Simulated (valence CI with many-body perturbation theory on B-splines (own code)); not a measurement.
# Nb27+: electric-dipole lines

Method: valence CI with perturbative core correlation (CI+MBPT): four valence electrons over a frozen Dirac-Fock core [Ne], radial functions for each j: 11 s, 11 p, 10 d, 8 f, 5 g, 2 h, with the one-electron correlation potential Σ1 (screened to all orders), the two-electron term Σ2, the three-electron term Σ3, Breit, model QED; selected single and double excitations, second order for the rest, scaled by the run's own slope (own B-spline code, finite nucleus).

The last digits are not significant, and no measured levels were compared; by estimate large intervals hold to a few tenths of a per cent, small ones and those within an open d or f shell to about a per cent. Among the levels kept, up to 710 cm⁻¹ of a level comes from second order outside the variational space, and about a tenth of that is noise between levels of different J, which matters for small intervals.

Lines 1 to 50 of 561 in falling wavelength, among levels below 2838600 cm⁻¹, chosen from the strongest by gf and those to the six lowest levels. Wavelengths and rates use the calculated energies. Electric multipoles are in the length gauge, E1 and E2 with the static RPA response of the core. Weak lines are less certain than strong ones. Lines between different terms over intervals too small for the method are left out, as are lines whose strength nearly cancels. Where a level lies close to another of its J and parity, the split of strength between their lines is uncertain. The highest levels of a list are the least certain.

Names give the largest LS component (configuration and term), which can be under half, so a name can repeat, a term be missing and a line seem to break the LS rules; names also repeat where a configuration has a term twice. Letters in brackets count levels of one name in rising energy.

```csv
λ vac (nm),Upper,Lower,A (s⁻¹),S (a.u.) with core polarisation,S without
32.08,3s.3p3 5S°_2,3s2.3p2 3P_2,1.88e+07,1.53e-03,1.57e-03
28.64,3s.3p3 3D°_1,3s2.3p2 1S_0,2.51e+07,8.72e-04,8.95e-04
23.23,3s.3p3 3D°_1,3s2.3p2 3P_2,2.90e+08,5.38e-03,5.52e-03
22.02,3p3.3d 3G°_5,3s.3p2.3d 3F_4 [c],3.46e+09,2.01e-01,2.06e-01
21.30,3s.3p3 3D°_2,3s2.3p2 3P_2,1.23e+08,2.93e-03,3.01e-03
20.85,3s.3p3 5S°_2,3s2.3p2 1D_2,6.58e+08,1.47e-02,1.51e-02
20.43,3s.3p2.3d 5F_5,3s2.3p.3d 3F°_4,1.33e+09,6.17e-02,6.33e-02
19.48,3s.3p3 5S°_2,3s2.3p2 3P_1,1.03e+09,1.87e-02,1.92e-02
19.32,3s.3p3 3D°_3,3s2.3p2 3P_2,1.83e+09,4.55e-02,4.68e-02
18.91,3s.3p3 3P°_1,3s2.3p2 1S_0,6.84e+08,6.85e-03,7.03e-03
18.65,3p3.3d 3F°_2 [a],3s.3p2.3d 3P_2,5.05e+09,8.08e-02,8.29e-02
18.09,3p3.3d 5D°_4,3s.3p2.3d 3D_3 [a],2.77e+09,7.28e-02,7.47e-02
17.18,3s2.3p.3d 1D°_2,3s2.3p2 3P_2,9.30e+08,1.16e-02,1.19e-02
16.87,3p3.3d 3G°_4,3s.3p2.3d 3G_5,2.98e+09,6.36e-02,6.53e-02
16.71,3s.3p3 3D°_1,3s2.3p2 1D_2,2.13e+09,1.47e-02,1.51e-02
16.39,3s.3p3 3P°_1,3s2.3p2 3P_2,1.57e+08,1.03e-03,1.05e-03
16.21,3p3.3d 3G°_5,3s.3p2.3d 3G_5,7.16e+09,1.66e-01,1.70e-01
16.13,3p4 3P_2 [a],3s.3p3 3D°_3,6.50e+09,6.73e-02,6.91e-02
15.89,3s.3p3 3S°_1,3s2.3p2 1S_0,1.58e+09,9.40e-03,9.66e-03
15.82,3s.3p3 3D°_1,3s2.3p2 3P_1,1.37e+08,8.00e-04,8.20e-04
15.69,3s.3p3 3D°_2,3s2.3p2 1D_2,2.29e+08,2.18e-03,2.24e-03
15.42,3p3.3d 3F°_3 [a],3s.3p2.3d 5P_3,3.83e+09,4.85e-02,4.98e-02
15.23,3p3.3d 3G°_4,3s.3p2.3d 3D_3 [a],3.32e+09,5.20e-02,5.32e-02
15.08,3p3.3d 3F°_4 [b],3s.3p2.3d 3F_4 [c],6.68e+09,1.02e-01,1.04e-01
15.03,3s2.3p.3d 3F°_2,3s2.3p2 3P_2,1.61e+08,1.35e-03,1.38e-03
15.02,3p3.3d 3D°_2 [a],3s.3p2.3d 5D_3,1.22e+10,1.02e-01,1.05e-01
14.94,3p3.3d 3D°_3,3s.3p2.3d 3F_4 [b],5.58e+09,6.43e-02,6.60e-02
14.90,3s.3p3 3D°_2,3s2.3p2 3P_1,5.33e+09,4.35e-02,4.47e-02
14.79,3s.3p2.3d 1G_4,3s2.3p.3d 3F°_4,4.12e+09,5.93e-02,6.09e-02
14.71,3p3.3d 3G°_5,3s.3p2.3d 3G_4,3.41e+09,5.88e-02,6.04e-02
14.59,3s.3p3 3D°_3,3s2.3p2 1D_2,2.86e+09,3.07e-02,3.15e-02
14.58,3p3.3d 1G°_4,3s.3p2.3d 1G_4,1.78e+10,2.45e-01,2.51e-01
14.54,3p3.3d 3F°_4 [a],3s.3p2.3d 3F_4 [a],7.04e+09,9.61e-02,9.85e-02
14.50,3p3.3d 1G°_4,3s.3p2.3d 3F_3 [a],8.15e+09,1.11e-01,1.13e-01
14.49,3p3.3d 5D°_3,3s.3p2.3d 3F_4 [a],7.35e+09,7.72e-02,7.92e-02
14.41,3p3.3d 5D°_4,3s.3p2.3d 5P_3,5.68e+09,7.55e-02,7.74e-02
14.41,3p3.3d 3F°_3 [a],3s.3p2.3d 5D_4,1.65e+10,1.71e-01,1.75e-01
14.32,3p3.3d 3P°_2 [b],3s.3p2.3d 3S_1,5.72e+09,4.15e-02,4.25e-02
14.30,3s2.3p.3d 3D°_1,3s2.3p2 1S_0,7.18e+08,3.11e-03,3.19e-03
14.29,3p3.3d 3F°_2 [a],3s.3p2.3d 5F_3 [b],1.22e+10,8.78e-02,9.01e-02
14.24,3p3.3d 3F°_3 [b],3p4 3P_2 [b],4.17e+09,4.16e-02,4.26e-02
14.12,3s.3p2.3d 3D_3 [c],3s2.3p.3d 3P°_2 [b],5.03e+09,4.89e-02,5.02e-02
14.08,3p3.3d 1G°_4,3s.3p2.3d 3D_3 [a],3.97e+09,4.93e-02,5.05e-02
14.07,3s.3p2.3d 3F_4 [c],3s2.3p.3d 1F°_3,4.07e+09,5.04e-02,5.17e-02
14.07,3s.3p3 3S°_1,3s2.3p2 3P_2,1.40e+09,5.77e-03,5.93e-03
13.99,3p3.3d 5D°_4,3s.3p2.3d 5F_5,2.44e+10,2.97e-01,3.05e-01
13.98,3s.3p2.3d 3G_5,3s2.3p.3d 3F°_4,2.23e+10,3.31e-01,3.40e-01
13.89,3s2.3p.3d 3F°_3,3s2.3p2 3P_2,2.45e+08,2.27e-03,2.33e-03
13.81,3p4 3P_2 [b],3s2.3p.3d 3F°_2,7.32e+09,4.75e-02,4.88e-02
13.78,3p3.3d 3F°_3 [a],3s.3p2.3d 5F_4,6.48e+09,5.86e-02,6.01e-02
```
